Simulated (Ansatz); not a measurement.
Two structures of AlNH4Cl2O, singlet, reached by relaxing down either side of one saddle point (PBE0-D4/def2-TZVP). Energies are electronic, without zero-point energy. Computed with Ansatz 0.2.0 (basis: def2-TZVPP and def2-QZVPP); correlated methods freeze the cores. Extrapolation: Hartree–Fock as exp(−7.88 √X), correlation as X^−2.97. First:

```xyz
9
angstrom
Al -0.4283 -0.6056 0.0790
N -0.8331 1.1383 -0.0359
Cl -1.2043 -1.9235 -1.3666
Cl -0.0790 -1.3813 2.0258
H 1.4627 0.6323 -0.4523
O 1.4405 -0.3395 -0.4549
H -1.4338 1.4778 -0.7723
H -1.0163 1.6716 0.8011
H 2.0914 -0.6703 0.1761
```

Second:

Al1  (0.041, -0.789, 0.117)
N2  (-0.548, 1.108, -0.067)
Cl3  (-1.161, -1.789, -1.320)
Cl4  (-0.467, -1.239, 2.130)
H5  (0.276, 1.657, -0.295)
O6  (1.676, -0.485, -0.260)
H7  (-1.230, 1.221, -0.810)
H8  (-0.949, 1.464, 0.796)
H9  (2.362, -1.148, -0.291)
(Å)

**Question.** Which bonds change from the first to the second?

**Answer.** AlNH₂Cl₂ ([NH2][Al]([Cl])[Cl]) + H₂O → AlHCl₂O ([OH][Al]([Cl])[Cl]) + NH₃ (still joined by a long Al–N bond); bonds formed: N2–H5; dative contacts that become bonds: Al1–O6; bonds broken: H5–O6; bonds weakened to dative contacts: Al1–N2.

**Question.** Give the saddle point's structure and its height above each. (Judge from chemistry; the value comes from the calculation.)

**Answer.** By the calculation: 0.245 eV above the first and 1.237 eV above the second (CCSD(T) at an estimated basis limit (MP2 extrapolated from triple and quadruple zeta, plus CCSD(T) − MP2 in triple zeta)).
```xyz
9
angstrom
Al -0.3476 -0.7813 0.0910
N -0.5724 1.0724 -0.0660
Cl -1.3046 -1.9727 -1.3440
Cl -0.2298 -1.4724 2.0791
H 0.8186 0.7169 -0.3330
O 1.3700 -0.2581 -0.4592
H -1.1092 1.4561 -0.8321
H -0.7675 1.6144 0.7647
H 2.1425 -0.3754 0.0995
```

No T1 diagnostic of these runs exceeds 0.009.

The step is the kind of ligand exchange by which a precursor binds to a hydroxyl group, or is hydrolysed, in atomic layer deposition of oxides.

Labels in which every atom is bracketed show which atoms are joined, not bond orders.

For scale, one of the runs: CCSD(T)/def2-TZVPP, 244 basis functions (an equivalent command: `ansatz run in.yaml --threads 4`). Time: 2.3 min of wall clock on 4 CPU threads; the host was shared. Peak host memory: 4.6 GiB.
